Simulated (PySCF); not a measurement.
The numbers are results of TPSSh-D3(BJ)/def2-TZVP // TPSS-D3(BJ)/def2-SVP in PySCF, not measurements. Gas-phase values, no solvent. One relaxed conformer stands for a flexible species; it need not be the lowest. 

Reference species: [Cd(OH)(Cl)] (neutral, multiplicity 1).

| Quantity | Value |
|---|---|
| mean distance from the central atom to its bonded neighbours | 2.136 Å |
| coordination number | 2 |
| charge on the central atom (Mulliken) | 0.83 e |
| HOMO | -7.47 eV |

Changed species: [Cd(OH)(NH2)] (Y = NH2; the reference has Y = Cl).

Give the shifts of the mean distance from the central atom to its bonded neighbours, coordination number, charge on the central atom (Mulliken) and HOMO.

the mean distance from the central atom to its bonded neighbours drops by 0.133 Å, to 2.003 Å; the coordination number hardly moves; the charge on the central atom (Mulliken) falls by 0.05 e, to 0.78 e; the HOMO rises by 1.06 eV, to -6.41 eV.
